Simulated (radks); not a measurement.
Eu II, configuration [Xe] 4f7 6s1.

All-electron calculation, Dirac Kohn-Sham, BLYP, spin-unpolarised, spherical densities, finite nucleus; open shells fill j = l - 1/2 first; Fermi nuclear charge, rms radius 5.1115 fm. Program: a radial shooting solver on a logarithmic mesh with Libxc functionals.

Energy parts (eV):
| part | energy |
|---|---|
| total | -295299.29 |
| kinetic | 321060.64 |
| electron-nucleus | -724237.21 |
| Hartree | 114513.52 |
| exchange-correlation | -6636.25 |

Orbitals (lengths in bohr, moments of r in powers of bohr; r(max) is where P^2 peaks; r(90%) holds 90 % of the orbital's charge):
[
 {"orbital": "1s1/2", "occ.": "2", "eigenvalue (eV)": "-48324.81", "r(90%)": "0.0403", "<r^2>": "0.0006793", "r(max)": "0.01420"},
 {"orbital": "2s1/2", "occ.": "2", "eigenvalue (eV)": "-7936.596", "r(90%)": "0.147", "<r^2>": "0.01062", "r(max)": "0.08072"},
 {"orbital": "2p1/2", "occ.": "2", "eigenvalue (eV)": "-7530.801", "r(90%)": "0.130", "<r^2>": "0.007723", "r(max)": "0.06106"},
 {"orbital": "2p3/2", "occ.": "4", "eigenvalue (eV)": "-6882.530", "r(90%)": "0.139", "<r^2>": "0.008961", "r(max)": "0.06679"},
 {"orbital": "3s1/2", "occ.": "2", "eigenvalue (eV)": "-1750.517", "r(90%)": "0.366", "<r^2>": "0.07109", "r(max)": "0.2291"},
 {"orbital": "3p1/2", "occ.": "2", "eigenvalue (eV)": "-1575.078", "r(90%)": "0.359", "<r^2>": "0.06633", "r(max)": "0.2162"},
 {"orbital": "3p3/2", "occ.": "4", "eigenvalue (eV)": "-1442.957", "r(90%)": "0.377", "<r^2>": "0.07347", "r(max)": "0.2284"},
 {"orbital": "3d3/2", "occ.": "4", "eigenvalue (eV)": "-1138.993", "r(90%)": "0.349", "<r^2>": "0.05886", "r(max)": "0.1817"},
 {"orbital": "3d5/2", "occ.": "6", "eigenvalue (eV)": "-1110.240", "r(90%)": "0.354", "<r^2>": "0.06086", "r(max)": "0.1852"},
 {"orbital": "4s1/2", "occ.": "2", "eigenvalue (eV)": "-351.9361", "r(90%)": "0.814", "<r^2>": "0.3620", "r(max)": "0.5277"},
 {"orbital": "4p1/2", "occ.": "2", "eigenvalue (eV)": "-284.1725", "r(90%)": "0.843", "<r^2>": "0.3820", "r(max)": "0.5327"},
 {"orbital": "4p3/2", "occ.": "4", "eigenvalue (eV)": "-254.9987", "r(90%)": "0.886", "<r^2>": "0.4216", "r(max)": "0.5587"},
 {"orbital": "4d3/2", "occ.": "4", "eigenvalue (eV)": "-143.4066", "r(90%)": "0.976", "<r^2>": "0.4885", "r(max)": "0.5685"},
 {"orbital": "4d5/2", "occ.": "6", "eigenvalue (eV)": "-138.1760", "r(90%)": "0.992", "<r^2>": "0.5044", "r(max)": "0.5769"},
 {"orbital": "5s1/2", "occ.": "2", "eigenvalue (eV)": "-50.5657", "r(90%)": "2.00", "<r^2>": "2.150", "r(max)": "1.233"},
 {"orbital": "5p1/2", "occ.": "2", "eigenvalue (eV)": "-32.4191", "r(90%)": "2.30", "<r^2>": "2.776", "r(max)": "1.350"},
 {"orbital": "5p3/2", "occ.": "4", "eigenvalue (eV)": "-28.6120", "r(90%)": "2.45", "<r^2>": "3.145", "r(max)": "1.429"},
 {"orbital": "4f5/2", "occ.": "6", "eigenvalue (eV)": "-8.8757", "r(90%)": "1.70", "<r^2>": "1.285", "r(max)": "0.5901"},
 {"orbital": "6s1/2", "occ.": "1", "eigenvalue (eV)": "-8.5546", "r(90%)": "5.58", "<r^2>": "16.61", "r(max)": "3.364"},
 {"orbital": "4f7/2", "occ.": "1", "eigenvalue (eV)": "-8.2618", "r(90%)": "1.74", "<r^2>": "1.351", "r(max)": "0.5953"}
]

The highest occupied level is 4f7/2 at -8.262 eV. The density falls to 0.001 e/bohr^3 at r = 4.50 bohr. The electron density at the nucleus is 5.794e+05 e/bohr^3. Summed over all electrons, <r^2> = 57.50 bohr^2, which gives a Langevin (diamagnetic) susceptibility term of -45.5 x 10^-6 cm^3/mol.
